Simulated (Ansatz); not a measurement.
A structure relaxed at B3LYP-D4/def2-TZVP in Ansatz, charge 1, doublet:

```xyz
4

Al    0.727   -0.962   -0.177
Al   -0.728    0.962    0.176
P     0.504    0.703   -1.755
P    -0.503   -0.702    1.755
```

**Question.** Give its formula and point group.

**Answer.** Al2P2⁺. Point group D2h (tolerance 0.1 Å).

**Question.** Summarise the bond lengths by kind (pairs closer than 1.2 times the sum of covalent radii, bridged metal pairs left out).

**Answer.** 4 × Al–P 2.30 Å.

The relaxation made no stability test and no search for a lower SCF solution. Another isomer (doublet) lies 1.06 eV lower at PBE0-D4/def2-TZVP; other spin states weren't run for this one.
